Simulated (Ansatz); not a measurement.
Two members of one family (Oligo(phenylene vinylene)), computed with Ansatz in the gas phase. Binding counts from free atoms in the multiplicity of their measured ground term, without zero-point energy. Sets without diffuse functions give affinities that are too small. A dash marks a value that wasn't run or was left out as unsound. The structures are stationary points that may keep the symmetry of their start. Remarks come from the PBE and PBE0 runs and from stability tests at other levels; not every state was tested. A HOMO above zero means that the electron is unbound at that level and held by the basis, or that self-interaction error raises the level; the energy of removing that electron tells which.

First: [H]/C=C/c1ccc(/C=C/c2ccccc2)cc1 (singlet, charge 0, PBE-D4/def2-SVP geometry).

```xyz
30

H    -1.3750    7.0789    1.1094
C    -1.2257    6.1054    0.6198
C    -0.9330    5.0033    1.3465
C    -0.7031    3.6415    0.8499
C    -0.3953    2.6100    1.7717
C    -0.1648    1.2983    1.3569
C    -0.2298    0.9450   -0.0137
C     0.0057   -0.4066   -0.5138
C     0.3454   -1.5031    0.2191
C     0.5863   -2.8566   -0.2803
C     0.9733   -3.8654    0.6359
C     1.2246   -5.1772    0.2129
C     1.0925   -5.5157   -1.1424
C     0.7052   -4.5293   -2.0674
C     0.4560   -3.2200   -1.6450
C    -0.5411    1.9787   -0.9352
C    -0.7700    3.2884   -0.5194
H    -1.3251    6.0842   -0.4774
H    -0.8501    5.1119    2.4429
H    -0.3380    2.8564    2.8437
H     0.0683    0.5329    2.1115
H    -0.1052   -0.5157   -1.6068
H     0.4661   -1.3905    1.3099
H     1.0787   -3.6037    1.7002
H     1.5244   -5.9399    0.9473
H     1.2881   -6.5452   -1.4798
H     0.5975   -4.7872   -3.1322
H     0.1520   -2.4654   -2.3854
H    -0.5996    1.7310   -2.0078
H    -1.0085    4.0557   -1.2709
```

| level | HOMO (eV) | LUMO (eV) | gap (eV) | vertical IE (eV) | vertical EA (eV) | vertical triplet (eV) | binding per atom (eV) |
| --- | --- | --- | --- | --- | --- | --- | --- |
| PBE-D4/def2-SVP | -5.00 | -2.58 | 2.42 | – | – | – | 5.35 |
| PBE-D4/def2-TZVP | -5.06 | -2.68 | 2.38 | 6.99 | 0.91 | 2.09 | 5.27 |
| r2SCAN-D4/def2-TZVP | -5.17 | -2.60 | 2.57 | – | – | – | 5.12 |
| PBE0-D4/def2-SVP | -5.81 | -1.88 | 3.92 | – | – | – | 5.25 |
| PBE0-D4/def2-TZVP | -5.82 | -1.96 | 3.86 | 7.12 | 0.78 | 2.24 | 5.17 |

Remarks: HOMO above zero (-1 doublet).

Second: [H]/C=C/c1ccc(/C=C/c2ccc(/C=C/c3ccccc3)cc2)cc1 (singlet, charge 0, PBE-D4/def2-SVP geometry).

```xyz
44

H     9.965   -1.793    3.096
C     9.040   -1.613    2.526
C     7.855   -1.454    3.156
C     6.543   -1.211    2.541
C     6.350   -1.090    1.144
C     5.082   -0.860    0.613
C     3.935   -0.736    1.441
C     2.637   -0.490    0.824
C     1.447   -0.297    1.464
C     0.151   -0.051    0.847
C    -0.056   -0.011   -0.559
C    -1.313    0.235   -1.101
C    -2.448    0.454   -0.273
C    -3.785    0.714   -0.792
C    -4.163    0.757   -2.100
C    -5.504    1.016   -2.622
C    -6.620    1.304   -1.795
C    -7.882    1.543   -2.348
C    -8.070    1.503   -3.742
C    -6.978    1.222   -4.577
C    -5.714    0.984   -4.023
C    -2.242    0.413    1.128
C    -0.981    0.167    1.672
C     4.131   -0.860    2.841
C     5.400   -1.090    3.369
H     9.137   -1.575    1.429
H     7.839   -1.511    4.260
H     7.209   -1.176    0.462
H     4.959   -0.768   -0.478
H     2.654   -0.455   -0.279
H     1.433   -0.319    2.567
H     0.792   -0.176   -1.240
H    -1.423    0.258   -2.196
H    -4.551    0.884   -0.016
H    -3.400    0.574   -2.876
H    -6.497    1.344   -0.703
H    -8.733    1.765   -1.685
H    -9.066    1.691   -4.172
H    -7.112    1.189   -5.669
H    -4.860    0.763   -4.683
H    -3.101    0.579    1.797
H    -0.855    0.140    2.765
H     3.273   -0.778    3.524
H     5.524   -1.183    4.461
```

Task: Estimate how these quantities change from the first to the second (second minus first).

Result: 
```tsv
level	Δ HOMO (eV)	Δ LUMO (eV)	Δ gap (eV)	Δ vertical IE (eV)	Δ vertical EA (eV)	Δ vertical triplet (eV)	Δ binding per atom (eV)
PBE-D4/def2-SVP	0.20	-0.23	-0.44	–	–	–	0.07
PBE-D4/def2-TZVP	0.21	-0.22	-0.43	-0.56	0.55	-0.34	0.07
r2SCAN-D4/def2-TZVP	0.22	-0.24	-0.46	–	–	–	0.06
PBE0-D4/def2-SVP	0.26	-0.29	-0.56	–	–	–	0.07
PBE0-D4/def2-TZVP	0.27	-0.28	-0.55	-0.49	0.50	-0.25	0.06
```

Remarks: HOMO above zero (-1 doublet).
